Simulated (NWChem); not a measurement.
Species: C₃H₄F₂; SMILES F[C@@H]1C[C@H]1F

Computed with NWChem. All runs use the structure optimised with PBE-D3(BJ)/def2-SVP. LC-ωPBE (HJS hole) with def2-SVP; x = 1 − exp(−ω/0.25 bohr⁻¹) is a scale chosen for this fit.

| row | x | −ε(HOMO) (eV) |
|---|---|---|
| ω = 0.05 | 0.181 | 7.28 |
| ω = 0.10 | 0.330 | 8.01 |
| ω = 0.20 | 0.551 | 9.26 |
| ω = 0.25 | 0.632 | 9.78 |
| ω = 0.80 | 0.959 | withheld |

### Question
Fit a straight line of the last column on the one before it, predict the withheld value, and compare with the run.

### Answer

1. Means of the 4 shown rows: x = 0.4235, y = 8.582. Slope Σ(x − x̄)(y − ȳ)/Σ(x − x̄)² = 0.7054/0.1273 = 5.543; intercept 6.235.
2. The shown rows scatter about the line by 0.043 (root mean square); the largest residual is -0.05, at ω = 0.10.
3. At x = 0.959 (ω = 0.80; beyond the shown range) the line gives 11.55.
4. The run gives 12.42, +0.87 from the line, 20.4 times the scatter.
